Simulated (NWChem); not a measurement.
# CH$_{3}$F$_{3}$Si; SMILES C[Si](F)(F)F

Question: Give the equilibrium geometry at PBE-D3(BJ)/def2-SVP (NWChem) as a Z-matrix, with the point group.

Answer: point group C3v; any orientation.
```
Si
F 1 1.6205
F 1 1.6205 2 107.00
F 1 1.6205 2 107.00 3 -114.41
C 1 1.8443 2 111.84 3 122.80
H 5 1.1079 1 110.52 2 179.81
H 5 1.1079 6 108.40 1 -121.27
H 5 1.1079 6 108.40 7 -117.46
```
